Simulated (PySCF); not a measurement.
C2H7AlO, charge +1, multiplicity 2. Atoms are numbered in the order given.

```xyz
11

Al     0.0863    -0.1652     0.1799
C     -1.5602    -1.1302    -0.1740
H     -1.5947    -1.4615    -1.2225
H     -2.4338    -0.4998     0.0491
H     -1.5340    -2.0018     0.5025
C     -0.0166     1.5402    -1.1598
H      0.9222     1.3016    -1.6839
H      0.0381     2.2923    -0.3571
H     -0.9431     1.4938    -1.7420
O      1.4562    -0.1539     1.0631
H      2.2352    -0.2057     1.6133
```
Charge +1, spin multiplicity 2.

Geometry optimised at ωB97X-D3(BJ)/def2-SVP. The spin state was assumed, not searched. The isomer is the one that the SMILES or the coordinates give; other isomers of the formula were not compared. The values are those of a single conformer.

Level of theory: M06-2X/def2-TZVP (PySCF).

ESP charges are fitted to the potential on shells at 1.4 to 2.0 van der Waals radii. Atomic charges (e):

```csv
atom,meta-Löwdin,Mulliken,ESP fit,Mulliken spin
Al1,1.15,0.70,1.14,0.09
C2,-0.56,-0.50,-0.65,0.21
H3,0.17,0.21,0.20,-0.01
H4,0.17,0.21,0.20,-0.01
H5,0.18,0.21,0.24,0.01
C6,-0.34,-0.36,-0.47,0.72
H7,0.19,0.22,0.25,-0.01
H8,0.19,0.22,0.25,-0.01
H9,0.18,0.21,0.21,-0.02
O10,-0.74,-0.49,-0.92,0.02
H11,0.40,0.37,0.56,0.00
```
